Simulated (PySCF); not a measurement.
# Distorted geometries of Yb(NH2)3

Yb(NH2)3 (singlet in the valence; each metal's 4f electrons, 13 of them, lie in its core potential, out of spins and levels). PySCF 2.14.0, RKS BP86, Yb lcecp-1-SVP with ECP59, N def2-SVP, H def2-SVP; non-relativistic Hamiltonian with scalar-relativistic core potentials where named; density fitting; no spin-orbit coupling. Relaxed geometry:

```xyz
10

Yb   -0.0039    0.0105   -0.0376
N     2.1262    0.0040   -0.2354
H     2.7696    0.8092   -0.2423
H     2.7325   -0.8249   -0.3235
N    -1.0634    1.8539    0.2163
H    -2.0776    1.9758    0.3564
H    -0.6745    2.8082    0.2417
N    -1.0638   -1.8483   -0.0032
H    -2.0780   -1.9921    0.1112
H    -0.6671   -2.7961   -0.0835
```

Q: Order these distorted geometries by energy above the relaxed one, lowest first.
A.
```xyz
10

Yb    0.0068    0.0311   -0.0426
N     2.1523   -0.0318   -0.1833
H     2.7979    0.8247   -0.1995
H     2.7317   -0.8377   -0.3265
N    -1.0372    1.8766    0.2177
H    -2.0781    1.9282    0.3205
H    -0.7336    2.8275    0.2351
N    -1.0879   -1.8331   -0.0470
H    -2.0785   -2.0232    0.0918
H    -0.6735   -2.7623   -0.0660
```
B.
```xyz
10

Yb   -0.0127   -0.1111   -0.1243
N     2.1233    0.0092   -0.1666
H     2.8150    0.8515   -0.1882
H     2.7179   -0.8021   -0.2864
N    -1.0467    1.8529    0.1267
H    -2.1085    1.9226    0.3602
H    -0.7019    2.8530    0.2557
N    -1.0557   -1.8212   -0.0341
H    -2.0696   -2.0209    0.1042
H    -0.6610   -2.7339   -0.0473
```
C.
```xyz
10

Yb   -0.0232   -0.0657   -0.0229
N     2.0860   -0.0744   -0.1812
H     2.8480    0.8712   -0.1673
H     2.8127   -0.7505   -0.3303
N    -1.0408    1.9173    0.3421
H    -2.0505    1.9886    0.2536
H    -0.7773    2.9020    0.1157
N    -1.0534   -1.8506   -0.1040
H    -2.1972   -2.0960    0.1527
H    -0.6043   -2.8419   -0.0582
```

A: A (0.10 eV), B (0.49 eV), C (1.22 eV).

Q: Which forces (eV/Å) act in the one that lies 1.22 eV up?

A: 
```
Yb   0.03  2.52  0.31
N    2.51  3.92  0.08
H   -2.97 -2.81  0.04
H    0.62 -1.30 -0.18
N    0.94 -0.45 -0.69
H   -0.88 -0.22  0.15
H    0.34 -0.54  0.26
N   -3.61 -3.62  1.16
H    3.82  0.84 -0.96
H   -0.82  1.65 -0.18
```
Forces carry noise of the integration grid, about 0.01 to 0.03 eV/Å.

An lcecp potential fixes the number of 4f electrons, so in runs with it no electron can move into or out of that shell.
